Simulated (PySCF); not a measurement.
Te(F)(Me) (CH3FTe), SMILES F[Te]C.

The structure is a stationary point at PBE-D3(BJ)/def2-TZVP. The def2 effective core potentials stand for the cores of Te; spin–orbit coupling is left out.

Computed with TDDFT-ωB97X/def2-SVPD (PySCF).

Vertical excitations. Gas-phase values at a fixed geometry. State labels are in the subgroup Cs.

Problem. Estimate the UV-visible absorptions. (The exact figures need the calculation; the answer reports its results.)

Solution. 
| state | symmetry | energy (eV) | λ (nm) | f | main pairs |
|---|---|---|---|---|---|
| S1 | A" | 2.39 | 519 | 0.000 | HOMO→LUMO 98 % |
| S2 | A" | 4.75 | 261 | 0.000 | HOMO→LUMO+1 79 %, HOMO→LUMO+5 18 % |
| S3 | A' | 5.55 | 223 | 0.017 | HOMO−1→LUMO 94 % |
| S4 | A" | 5.93 | 209 | 0.167 | HOMO→LUMO+2 92 % |
| S5 | A' | 6.92 | 179 | 0.062 | HOMO→LUMO+3 98 % |
| S6 | A" | 7.18 | 173 | 0.012 | HOMO→LUMO+4 74 %, HOMO→LUMO+5 12 % |
| S7 | A" | 7.23 | 171 | 0.020 | HOMO→LUMO+5 61 %, HOMO→LUMO+1 18 %, HOMO→LUMO+4 12 % |
| T1 | A" | 1.70 | 730 | 0 | HOMO→LUMO 95 % |
| T2 | A" | 4.10 | 302 | 0 | HOMO→LUMO+1 70 %, HOMO→LUMO+5 25 % |
| T3 | A' | 4.82 | 257 | 0 | HOMO−1→LUMO 94 % |
| T4 | A" | 5.94 | 209 | 0 | HOMO→LUMO+2 92 % |
Triplets are in the Tamm–Dancoff approximation, which puts them higher than full response would, so one can lie above its singlet here.
